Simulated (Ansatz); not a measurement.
Z-matrix (Å, degrees):
```
C
B 1 1.577
H 1 1.094 2 113.1
H 1 1.092 2 115.2 3 -126.3
H 1 1.100 2 106.5 3 116.5
C 2 1.561 1 118.9 3 -31.4
B 2 1.656 1 119.1 3 152.6
Si 6 1.885 2 108.8 1 -86.2
H 6 1.096 2 112.9 1 31.0
H 6 1.095 2 114.7 1 156.7
H 7 1.202 2 121.1 1 -91.0
H 7 1.201 2 123.5 1 87.5
H 8 1.487 6 110.1 2 177.5
H 8 1.487 6 110.6 2 -62.6
H 8 1.487 6 110.8 2 57.6
```

Charge 0, multiplicity 1.

Q: List the r2SCAN/def2-TZVPP orbital energies in eV (Ansatz 0.2.0). (Estimate.)

A: Ansatz gave: Occupied: -1790.96, -272.64, -272.46, -180.02, -179.80, -141.42, -96.28, -96.28, -96.27, -18.75, -17.77, -13.36, -13.11, -11.26, -10.76, -10.14, -10.06, -9.02, -8.65, -8.44, -8.29, -7.78, -6.71. Lowest empty: -2.17, -1.33, 0.34, 1.10, 1.16, 1.61, 1.95, 2.23.
